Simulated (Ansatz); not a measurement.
Consider the formal exchange of groups at a Zr–N bond: `CC[N](C)[Zr]([OH])([OH])[OH]` + `C#C` → `C#[C][Zr]([OH])([OH])[OH]` + `CCNC`.

Isolated molecules relaxed with PBE0-D4/def2-TZVP in Ansatz; ΔE leaves out vibrations. CBS: MP2 limit from def2 TZ/QZ plus the TZ coupled-cluster correction, frozen cores. This one scheme is used for every species. Functionals use def2-TZVPP. B3LYP here is the variant with VWN-RPA as its local correlation; programs differ in this. Elements past krypton have def2 core potentials. For Zr outer-core shells are correlated without core-valence functions, which leaves a few kJ/mol of doubt a bond. One conformer a species, not always the lowest.

| level | ΔE (kJ/mol) |
| --- | --- |
| LDA (SPW92) | 29.8 |
| B97M-V | 14.7 |
| CAM-B3LYP-D4 | 22.8 |
| B3LYP | 12.1 |
| BHLYP | 9.0 |
| CCSD(T)/def2-TZVPP | 22.8 |
| SCS-MP2/def2-QZVPP | 22.4 |
| MP2/CBS(def2) | 28.9 |

Problem. What does CCSD(T)/CBS give? (An estimate is asked.)

Solution. Computed: +25.0 kJ/mol. The listed levels differ from it by 4.8, -10.3, -2.2, -12.9, -16.0, -2.2, -2.6, 3.9 kJ/mol.

Largest T1 diagnostic among the species: 0.017.

Leaving LDA and LC-ωPBE aside and taking each functional with its dispersion term where it has one, the values, not all of them listed here, spread over 14.5 kJ/mol, from B97M-V to BLYP-D4. LDA lies +13.5 kJ/mol from PBE without D4. From PBE to PBE0 (25 % exact exchange), in def2-TZVPP and without D4, ΔE moves by −3.4 kJ/mol. In def2-TZVPP, CCSD(T) changes the Hartree–Fock value by +27.9 kJ/mol (the triples alone add +3.5 kJ/mol) and MP2 by +31.8 kJ/mol.

CCSD(T)/CBS has its own doubt, a few kJ/mol and more with outer-core shells, so smaller differences from it don't rank the levels.
